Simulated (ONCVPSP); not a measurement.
**Before and after: ONCV potential for V (Z = 23)**

V (Z = 23), optimised norm-conserving Vanderbilt (ONCV), made with ONCVPSP 4.0.1 (PBEsol, scalar-relativistic). Core [Ne] 3s2, reference 3p6 3d3 4s2. Waves: 4s: rc 2.65 bohr, ncon 4, nbas 7, qcut 2 1/bohr, 2 projectors, debl 2.3 Ha; 3p: rc 1.15 bohr, ncon 4, nbas 8, qcut 15 1/bohr, 2 projectors, debl 0.4 Ha; 3d: rc 1.90 bohr, ncon 4, nbas 9, qcut 7.9 1/bohr, 3 projectors, debl 0.6 Ha. Local part: polynomial inside 0.95 bohr (lpopt 5, dvloc0 0 Ha). Core correction: none.

In the p channel the program set the typed energies aside and used -1.615, 0.250 Ha.

All-electron outer shells of the reference configuration (PBEsol, scalar-relativistic, ld1.x):

```csv
shell,level (eV),outermost node (bohr),outermost maximum (bohr)
3s,-70.03,0.38,0.82
3p,-43.95,0.35,0.84
3d,-5.18,–,0.90
4s,-4.72,1.17,2.76
```

Change: s: rc 3.38.

Cutoffs: the cutoffs (Ha) at which the residual kinetic energy of the hardest occupied pseudo-wave falls to 1 and 0.1 mHa per electron; they do not see the model core or the augmentation charge, which bear on the density cutoff. Errors are all-electron minus pseudo energies relative to the spin-unpolarised reference configuration.

What does the change do?

The potential gets neither clearly harder nor softer (48 Ha and 63 Ha → 48 Ha and 63 Ha); both files keep a bound ghost (s); of the 4 tests that both files solve, the error grows in 3 and shrinks in 1 by more than 15 % and 0.3 meV (median size 36.3 → 87.6 meV).

| quantity | base | changed |
| --- | --- | --- |
| cutoff, loose | 48 Ha | 48 Ha |
| cutoff, tight | 63 Ha | 63 Ha |
| loose cutoff by channel | s 5.9 Ha, p 48 Ha, d 25 Ha | s 2.4 Ha, p 48 Ha, d 25 Ha |
| bound ghosts | s | s |
| GHOST(+) flags under 300 eV | none | s at 86.3 eV |
| error for 3p6 3d3 4s1, meV [ΔE 7.75 eV] | -3.3 | -9.7 |
| error for 3p6 3d3 4s0, meV [ΔE 21.95 eV] | -10 | -69 |
| error for 3p6 3d2 4s0, meV [ΔE 50.80 eV] | +161 | -106 |
| error for 3p6 3d2 4s2, meV [ΔE 11.00 eV] | +62 | +141 |
| p: phases at 1.17 bohr within 0.05 rad from the reference energy up to (Ha; the scan ends near 5) | to the end of the scan | to the end of the scan |
| d: phases at 1.93 bohr within 0.05 rad from the reference energy up to (Ha; the scan ends near 5) | to the end of the scan | to the end of the scan |

 A true bound ghost makes a file unfit for plane-wave use even where its test errors are small: the radial tests pick states by their node count and pass the ghost by.
